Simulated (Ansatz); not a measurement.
Reaction (atomization): `C[N]1C[O][Al]1[F]` → Al• + 2 C• + F• + 5 H• + N• + O•

Calculated with Ansatz (gas phase, PBE0-D4/def2-TZVP geometries, no zero-point term in ΔE). CCSD(T)/CBS is the MP2 limit (def2-TZVPP, def2-QZVPP) plus CCSD(T) − MP2 in def2-TZVPP, frozen cores. This one scheme is used for every species, atoms too. Open shells (•) are unrestricted, without spin–orbit coupling. Spin–orbit coupling would lower the free atoms: a little for Al, C, F, O.

`C[N]1C[O][Al]1[F]`:

```xyz
11

C     0.832    0.182    1.263
N     0.165    0.210    0.001
C    -0.820   -0.825   -0.334
O    -1.253   -0.457   -1.642
Al   -0.177    0.885   -1.574
F     0.230    2.117   -2.570
H     1.415   -0.739    1.402
H     0.128    0.255    2.104
H     1.523    1.022    1.340
H    -0.370   -1.829   -0.352
H    -1.672   -0.821    0.362
```

| species | MP2/def2-TZVPP energy (Eh) |
| --- | --- |
| `C[N]1C[O][Al]1[F]` | -550.67269 |
| Al• | -241.90999 |
| C• | -37.75859 |
| F• | -99.60959 |
| H• | -0.49981 |
| N• | -54.49761 |
| O• | -74.95729 |

Problem. Work out ΔE.

Solution. ΔE = 5 × (-0.49981) + 2 × (-37.75859) + (-241.90999) + (-99.60959) + (-54.49761) + (-74.95729) − (-550.67269) = 1.68198 Eh = +4416.0 kJ/mol. CCSD(T)/CBS gives +4416.5 kJ/mol.

Largest T1 diagnostic among the species: 0.018.

The D4 term adds +34.7 kJ/mol with B3LYP and +18.2 kJ/mol with PBE0; it sums over pairs of atoms, weighted by their polarisabilities, and B3LYP, whose exchange is more repulsive, gets the larger term. In def2-TZVPP, CCSD(T) changes the Hartree–Fock value by +1185.3 kJ/mol (the triples alone add +76.4 kJ/mol) and MP2 by +1314.5 kJ/mol; breaking electron pairs costs correlation energy, which Hartree–Fock lacks.

B3LYP here is the variant with VWN-RPA as its local correlation; programs differ in this.

For atomizations the MP2-based limit and the directly extrapolated one differ by several kJ/mol either way, and by 10 to 25 for some Ge, Se and Sn compounds, so smaller differences from it don't rank the levels.
